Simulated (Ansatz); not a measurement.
System: H$_{5}$SiNO$_{3}$, charge 0, multiplicity 1. SMILES: N[Si](O)(O)O
Coordinates optimised at B3LYP-D3(BJ)/def2-TZVP (Ansatz, a first-principles code):
```
Si
O 1 1.6330
H 2 0.9605 1 117.84
O 1 1.6443 2 106.50 3 60.69
H 4 0.9597 1 117.84 2 175.93
O 1 1.6443 2 106.50 3 -60.69
H 6 0.9597 1 117.84 2 -175.93
N 1 1.7058 2 113.19 3 -180.00
H 8 1.0086 1 119.30 2 70.60
H 8 1.0086 9 110.69 1 144.26
```

PBE/6-31G* beside other levels, property by property. Terms: frozen cores in correlated levels; no dispersion term unless named; non-relativistic; open shells spin-unrestricted; 6-31G* and kin with 6d, 5d where marked; each state is the SCF solution reached for its charge and spin; spin-orbit terms left out; atomisation electronic, to ground-state atoms. CBS marks a two-point X^-3 extrapolation of the correlation energy; Hartree-Fock from the larger set. The bracket is a focal-point correction in the basis named. First-principles rows: single points at B3LYP-D3(BJ) geometries (Ansatz). Levels can end on unlike triplets.

Coupled cluster (Ansatz) is a level with limits of its own, used here on species with T1 under 0.025 (0.045 for open shells) and stable references: (a) RI-MP2/CBS(aug-cc-pV(T+d)Z,aug-cc-pV(Q+d)Z)+[CCSD(T)-MP2]/aug-cc-pV(T+d)Z; (b) CCSD(T)/CBS(aug-cc-pV(T+d)Z,aug-cc-pV(Q+d)Z).

```tsv
property	PBE/6-31G* (Ansatz)	B3LYP/STO-3G (Ansatz)	wB97M-V/def2-TZVPD (Ansatz)	wB97X-V/def2-TZVPD (Ansatz)	to compare with
vertical triplet-singlet gap, E(triplet) - E(singlet) (eV)	6.67	8.82	6.60	6.70	6.51 coupled cluster (a)
atomisation energy (kcal/mol)	925.9	892.6	952.6	950.2	958.6 coupled cluster (b)
vertical ionisation energy to the doublet (eV)	9.55	6.60	10.54	10.55	10.66 coupled cluster (a)
```

As the rows show:
- vertical triplet-singlet gap, E(triplet) - E(singlet): PBE/6-31G* lies 0.16 eV above coupled cluster.
- atomisation energy: PBE/6-31G* lies 32.7 kcal/mol below coupled cluster.
- vertical ionisation energy to the doublet: PBE/6-31G* lies 1.11 eV below coupled cluster.

The properties are those with a value to compare with, at most eight drawn at random. No case is left out for the size of its miss. Left out are saddle points of the reference geometry, anions that the best level run finds unbound, excited spin states, species near biochemistry, 298 K rows of species without real B3LYP wavenumbers, cases with under five habitual levels, runs that failed or that the program found above a lower state of the same kind, table entries that another table contradicts, and a share of species set aside by lot.
